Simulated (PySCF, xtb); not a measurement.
3-bromo-1-chloro-1-fluoropropa-1,2-diene (C3HBrClF), SMILES FC(Cl)=C=CBr.

Harmonic wavenumbers (cm⁻¹) from GFN2-xTB run with xtb at its own minimum, in rising order: 71, 92, 203, 301, 379, 429, 479, 605, 642, 749, 988, 1145, 1365, 2027, 3062.

Question: What does PySCF with PBE-D3(BJ)/def2-SVP give at its own minimum? (Estimate from the structure and the level; the computed values follow.)

Answer: 72, 94, 218, 306, 406, 501, 520, 632, 677, 767, 1063, 1147, 1367, 2017, 3114. Paired by order, the mean absolute difference is 26 cm⁻¹ and the zero-point energies are 17.9 and 18.4 kcal/mol.
